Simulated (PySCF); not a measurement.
Excitation energy of Ga by level of theory

Ga [Ar] 3d10 4s2 4p1 (2P) → Ga [Ar] 3d10 4s2 4d1 (2D), as a difference of total energies. All numbers are calculated (PySCF 2.14, a scalar-relativistic core potential, in aug-cc-pVDZ-PP with ECP10MDF). Correlated levels: valence: 3s2 3p6 3d10 frozen. The calculations carry no spin-orbit coupling.

```
           method  excitation energy (cm⁻¹)
              UHF                     40227
              LDA                     37965
              PBE                     36497
             PBE0                     37942
        BHandHLYP                     39136
             BLYP                     36047
          wB97X-V                     40967
    MP2 (valence)                     40466
SCS-MP2 (valence)                     40322
```

Estimate what B97-3 gives.

37097 cm⁻¹, closest to PBE among the rows shown.

Estimate what r2SCAN gives.

39520 cm⁻¹, closest to BHandHLYP among the rows shown.

Errors of the correlated levels include the incompleteness of this basis and the frozen core.

The promoted electron is Rydberg-like, and one or two diffuse shells describe it only roughly, which tends to raise the upper state.

In the upper state the promoted electron has a positive orbital energy at LDA, PBE, r2SCAN, BLYP, so the basis confines it.

For comparison: 34235 cm⁻¹ (measured; NIST levels, between the centres of gravity of the two terms).
